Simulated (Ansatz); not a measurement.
Cost and result for the atomization energy of C9H21Al, SMILES `CC(C)[CH2][Al]([CH3])[CH2]C(C)C` (31 atoms, 30 bonds).

| atom | x (Å) | y (Å) | z (Å) |
| --- | --- | --- | --- |
| C1 | 0.087 | -1.424 | -2.607 |
| C2 | 0.570 | 0.013 | -2.458 |
| C3 | 1.142 | 0.520 | -3.775 |
| C4 | 1.578 | 0.131 | -1.313 |
| Al5 | 0.937 | -0.328 | 0.489 |
| C6 | 2.246 | -0.665 | 1.910 |
| C7 | -0.988 | -0.437 | 0.897 |
| C8 | -1.369 | 0.213 | 2.230 |
| C9 | -2.861 | 0.098 | 2.518 |
| C10 | -0.932 | 1.672 | 2.259 |
| H11 | -0.398 | -1.782 | -1.693 |
| H12 | -0.634 | -1.525 | -3.422 |
| H13 | 0.928 | -2.090 | -2.823 |
| H14 | -0.304 | 0.632 | -2.215 |
| H15 | 1.465 | 1.561 | -3.690 |
| H16 | 2.014 | -0.074 | -4.067 |
| H17 | 0.409 | 0.459 | -4.585 |
| H18 | 2.465 | -0.478 | -1.543 |
| H19 | 1.962 | 1.162 | -1.261 |
| H20 | 2.591 | -1.705 | 1.861 |
| H21 | 3.138 | -0.040 | 1.806 |
| H22 | 1.841 | -0.513 | 2.914 |
| H23 | -1.565 | 0.030 | 0.087 |
| H24 | -1.299 | -1.492 | 0.899 |
| H25 | -0.834 | -0.310 | 3.034 |
| H26 | -3.440 | 0.617 | 1.748 |
| H27 | -3.180 | -0.947 | 2.523 |
| H28 | -3.122 | 0.537 | 3.486 |
| H29 | -1.403 | 2.232 | 1.445 |
| H30 | 0.156 | 1.771 | 2.146 |
| H31 | -1.200 | 2.160 | 3.199 |

Total charge 0; spin multiplicity 1. The geometry is a stationary point of PBE0-D4/def2-TZVP. It is one conformer, not always the lowest. Program: Ansatz. All runs use 4 threads of an AMD EPYC 7R13 on a shared host and a share of an NVIDIA H100 80 GB. Times are those of one run each, without the atoms' runs, and a repeat can differ threefold. Electronic energies, without spin–orbit coupling; frozen cores. CCSD(T)/CBS adds CCSD(T) − MP2 in def2-TZVPP to the MP2 limit, and its time is that of the two runs behind it. T1 = 0.009. B3LYP takes the VWN-RPA correlation (the form of Gaussian; ORCA's B3LYP/G). HSE06 is the plane-wave form, built on full-range PBE exchange.

CCSD(T)/CBS is a level of theory with its own doubt, some kJ/mol a heavy atom from the limit and from the frozen cores, so smaller differences don't rank the functionals.

| level | functions | wall time |
| --- | --- | --- |
| PBE0-D4/def2-TZVPP | 615 | 5.5 s |
| LDA (SPW92)/def2-TZVPP | 615 | 6 s |
| r2SCAN-D4/def2-TZVPP (with forces) | 615 | 7.5 s |
| r2SCANh-D4/def2-TZVPP | 615 | 8 s |
| HSE06-D4/def2-TZVPP | 615 | 9.5 s |
| B3LYP-D4/def2-TZVPP (with forces) | 615 | 10 s |
| BHLYP-D4/def2-TZVPP | 615 | 14 s |
| ωB97X-V/def2-TZVPP | 615 | 15 s |
| PBE-QIDH/def2-TZVPP | 615 | 20 s |
| CCSD(T)/def2-SVP | 249 | 22 s |
| MP2/def2-QZVPP | 1213 | 43 s |
| CCSD(T)/def2-TZVPP | 615 | 14 min |
| CCSD(T)/CBS(def2) | – | 15 min |

Task: What atomization energy does each give, and how far from CCSD(T)/CBS? (An estimate is asked.)

Result: Computed: 
| level | atomization (kcal/mol) | difference from CCSD(T)/CBS | per bond |
| --- | --- | --- | --- |
| PBE0-D4/def2-TZVPP | 2908.9 | 17.4 | 0.6 |
| LDA (SPW92)/def2-TZVPP | 3259.1 | 367.6 | 12.3 |
| r2SCAN-D4/def2-TZVPP (with forces) | 2899.4 | 7.9 | 0.3 |
| r2SCANh-D4/def2-TZVPP | 2890.7 | -0.8 | 0.0 |
| HSE06-D4/def2-TZVPP | 2910.3 | 18.8 | 0.6 |
| B3LYP-D4/def2-TZVPP (with forces) | 2892.2 | 0.7 | 0.0 |
| BHLYP-D4/def2-TZVPP | 2837.2 | -54.3 | -1.8 |
| ωB97X-V/def2-TZVPP | 2895.5 | 4.0 | 0.1 |
| PBE-QIDH/def2-TZVPP | 2889.8 | -1.7 | -0.1 |
| CCSD(T)/def2-SVP | 2784.2 | -107.3 | -3.6 |
| MP2/def2-QZVPP | 2890.6 | -0.9 | 0.0 |
| CCSD(T)/def2-TZVPP | 2832.7 | -58.8 | -2.0 |
| CCSD(T)/CBS(def2) | 2891.5 | 0.0 | 0.0 |

In def2-TZVPP, CCSD(T) changes the Hartree–Fock value by +633.6 kcal/mol (the triples alone add +32.8 kcal/mol) and MP2 by +657.0 kcal/mol; breaking electron pairs costs correlation energy, which Hartree–Fock lacks. The D4 term adds +27.1 kcal/mol with B3LYP and +14.8 kcal/mol with PBE0; it sums over pairs of atoms, weighted by their polarisabilities, and B3LYP, whose exchange is more repulsive, gets the larger term. At CCSD(T), def2-SVP lies −107.4 kcal/mol from the extrapolated value and def2-TZVPP −58.8 kcal/mol: correlation converges slowly with the basis, and small sets miss more of it in the bonded molecule than in its fragments.
